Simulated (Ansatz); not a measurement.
Computed with Ansatz on PBE0-D4/def2-TZVP structures; ΔE is electronic, products minus reactants. CBS: MP2 limit from def2 TZ/QZ plus the TZ coupled-cluster correction, frozen cores. Each species was taken in one conformer, which may not be the lowest.

Reaction (isomerisation): `CCCO[SiH3]` → `CCC[SiH2]O`

`CCCO[SiH3]`:

```xyz
15

C    -1.694   -1.577    0.706
C    -0.447   -1.234   -0.090
C    -0.037    0.208    0.095
O     1.124    0.476   -0.666
Si    1.842    1.952   -0.687
H    -1.538   -1.421    1.777
H    -1.978   -2.622    0.563
H    -2.543   -0.960    0.402
H    -0.612   -1.414   -1.157
H     0.388   -1.874    0.210
H     0.155    0.408    1.159
H    -0.855    0.872   -0.218
H     3.011    1.840   -1.588
H     0.903    2.995   -1.188
H     2.281    2.351    0.681
```

`CCC[SiH2]O`:

```xyz
15

C    -1.703    0.438    0.297
C    -0.772    0.290   -0.896
C     0.682    0.653   -0.590
Si    1.547   -0.439    0.660
O     1.419   -2.041    0.271
H    -1.419   -0.221    1.122
H    -2.734    0.201    0.026
H    -1.686    1.460    0.683
H    -1.138    0.919   -1.714
H    -0.816   -0.738   -1.272
H     0.747    1.690   -0.232
H     1.276    0.615   -1.511
H     3.001   -0.141    0.659
H     1.006   -0.206    2.031
H     0.591   -2.481    0.466
```

```csv
species,HF/def2-QZVPP energy (Eh)
`CCCO[SiH3]`,-483.36451
`CCC[SiH2]O`,-483.38519
```

(1) Work out ΔE.

Largest T1 diagnostic among the species: 0.010.

Answers

(1) ΔE = (-483.38519) − (-483.36451) = -0.02068 Eh = -0.56 eV. CCSD(T)/CBS gives -0.79 eV.

The D4 term adds −0.05 eV with B3LYP and −0.03 eV with PBE0; it sums over pairs of atoms, weighted by their polarisabilities, and B3LYP, whose exchange is more repulsive, gets the larger term. In def2-TZVPP, CCSD(T) changes the Hartree–Fock value by −0.19 eV (the triples alone add −0.02 eV) and MP2 by −0.26 eV.

B3LYP here is the variant with VWN-RPA as its local correlation; programs differ in this.
